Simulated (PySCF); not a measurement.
Constitutional and geometric isomers with formula C2H4B2. Gas-phase values, no solvent. One relaxed conformer stands for each flexible species; it need not be the lowest. Strings in code marks are SMILES.

The T1 excitation (TDA) from two functionals at the same geometries (CAM-B3LYP-D3(BJ)/def2-TZVP), both in PySCF: PBE-D3(BJ)/def2-TZVP and CAM-B3LYP-D3(BJ)/def2-TZVP. Excitations are Tamm–Dancoff values on a coarser integration grid. The basis has no diffuse functions, so Rydberg states are missing or too high.

```csv
species,CAM-B3LYP-D3(BJ)/def2-TZVP (eV)
`CC1=BB1`,2.69
`[H]/B=C/C=B/[H]`,2.03
`BBC#C`,3.51
`CB1B=C1`,2.57
`B1(C=C1)B`,4.55
`C=CB=B`,2.80
```

Task: What does PBE-D3(BJ)/def2-TZVP give for each?

Result: 
- `CC1=BB1`: 2.67
- `[H]/B=C/C=B/[H]`: 1.76
- `BBC#C`: 3.13
- `CB1B=C1`: 2.56
- `B1(C=C1)B`: 4.02
- `C=CB=B`: 2.25
Over these rows, drawn at random from the members with no instability flagged (it was tested for open shells, ions and some series alone), PBE minus CAM-B3LYP-D3(BJ): mean -0.29 eV, from -0.56 eV to -0.01 eV.
